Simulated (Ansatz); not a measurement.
Compare A (`C=C(O)[SiH3]`) with its isomer B (`C1OC[SiH2]1`).

Computed with Ansatz on PBE0-D4/def2-TZVP structures; ΔE is electronic, products minus reactants. CBS: MP2 limit from def2 TZ/QZ plus the TZ coupled-cluster correction, frozen cores. Functionals use def2-TZVPP. B3LYP here is the variant with VWN-RPA as its local correlation; programs differ in this. Each species was taken in one conformer, which may not be the lowest.

Q: Which is lower in electronic energy at CCSD(T)/CBS, and by how much? (An estimate is asked.)

A: Ansatz gave: A, by 52.7 kJ/mol.

Q: Give E(B) − E(A) in kJ/mol with CCSD/def2-TZVPP, HF/def2-TZVPP, CCSD(T)/def2-SVP, B3LYP, CCSD(T)/def2-TZVPP, ωB97M-V, PBE0-D4. (Estimate.)

A: The calculation gave: CCSD/def2-TZVPP 51.0, HF/def2-TZVPP 63.8, CCSD(T)/def2-SVP 59.1, B3LYP 58.0, CCSD(T)/def2-TZVPP 52.3, ωB97M-V 46.5, PBE0-D4 41.8. None reverses the order clearly.

Q: Does the order hold for the free energy at 298.15 K (harmonic terms from PBE0-D4)? (Best estimate.)

A: Ansatz gave: Yes: G(B) − G(A) = +65.5 kJ/mol, for one conformer each. Modes under 60 cm⁻¹, often nearly free rotors, make the harmonic entropy too high.

Largest T1 diagnostic: 0.013.

From BLYP to BHLYP (50 % exact exchange), in def2-TZVPP and without D4, E(B) − E(A) moves by −9.7 kJ/mol. At CCSD(T), def2-SVP lies +6.5 kJ/mol from the extrapolated value and def2-TZVPP −0.3 kJ/mol.
